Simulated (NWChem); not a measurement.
# PbNH₂Br, singlet; SMILES [NH2][Pb][Br]

Computed with NWChem. Low-valent species are run as closed-shell singlets; no triplet was tried in these runs. Coordinates come from a PBE0/def2-SVP optimisation. No frequency run checked for a minimum. def2 effective core potentials on Pb; no spin-orbit coupling. One conformer.

Diagonal of the polarisability tensor at CAM-B3LYP/def2-SVPD, static: 77.78, 97.52, 55.84 bohr³.

Task: Find the mean polarisability volume, the molar refraction, and the refractive index that an ideal gas of it would have at 273.15 K and 1 atm.

Result: 
1. Mean: one third of the trace = 77.05 bohr³ × 0.14818 Å³/bohr³ = 11.42 Å³.
2. Molar refraction (Lorentz-Lorenz): (4π/3) N_A α = 28.8 cm³/mol.
3. Number density p/kT = 2.687 × 10⁻⁵ Å⁻³; n − 1 = 2π N α = 19.27 × 10⁻⁴.
4. These hold the electronic response alone: vibrational and orientational terms add to the static dielectric constant.
